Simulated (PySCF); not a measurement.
**Computed properties of C₃H₁₁NOSi, SMILES CC(C)O[SiH2]N**

C₃H₁₁NOSi, SMILES O(C(C)C)[SiH2]N. Coordinates come from a TPSSh-D3(BJ)/def2-SVP optimisation. The structure was generated by enumeration, and PubChem lists no compound with its InChIKey, so it may never have been made. Other conformers were not sampled. All values are computed for the isolated molecule unless a solvent is named; none is compared with measurement here.

**Structure.** All 45 harmonic modes at TPSSh-D3(BJ)/def2-SVP (PySCF) are real, so it is a minimum. With heavy atoms numbered as in [CH3:1][CH:2]([CH3:3])[O:4][SiH2:5][NH2:6], the shortest bond between them is C2–O4 at 1.429 Å and the longest Si5–N6 at 1.729 Å.

**Vibrations.** The strongest infrared lines (harmonic, unscaled, degenerate partners summed) lie at 948 cm⁻¹ (303 km/mol, H 71 %, Si 19 %), 365 cm⁻¹ (194 km/mol, H 68 %, N 21 %), 928 cm⁻¹ (192 km/mol, H 88 %, Si 9 %). The softest mode is at 40 cm⁻¹ and the zero-point energy is 89.0 kcal/mol.

**Electronic structure.** PBE0/def2-TZVP (PySCF) places the frontier levels at -7.47 and 0.66 eV, a gap of 8.13 eV, and gives a dipole moment of 1.98 D and a mean polarisability of 74.2 bohr³. PBE/def2-TZVP (PySCF) at the same geometry gives -6.02 and -0.17 eV, so its gap is 2.28 eV narrower. An orbital gap is neither the optical nor the fundamental gap.

**Excitations.** TDA-PBE0/def2-SVPD (PySCF) has S1 at 6.61 eV (187 nm, f = 0.066, bright); the most intense of the 6 singlets computed lies at 6.61 eV (f = 0.07). T1 (TDA) is at 6.21 eV, 0.40 eV under S1. TDA-PBE/def2-SVPD (PySCF) puts S1 at 5.88 eV. No vertical singlet excitation falls in the visible range (under 3.1 eV).

**NMR.** GIAO shifts at B3LYP/pcSseg-1 (PySCF) (non-relativistic, atoms alike by connectivity averaged): ¹³C from 30.5 to 74.9 ppm against TMS; ¹H from 1.3 to 4.8 ppm against TMS; ²⁹Si at -37.9 ppm against TMS.

**Solvation.** SMD-M06-2X/def2-SVP (PySCF) gives -1.8 kcal/mol in water, -3.2 kcal/mol in benzene, -4.3 kcal/mol in diethylether (1 M in both phases, gas-phase geometry); of these solvents diethylether holds the molecule best.
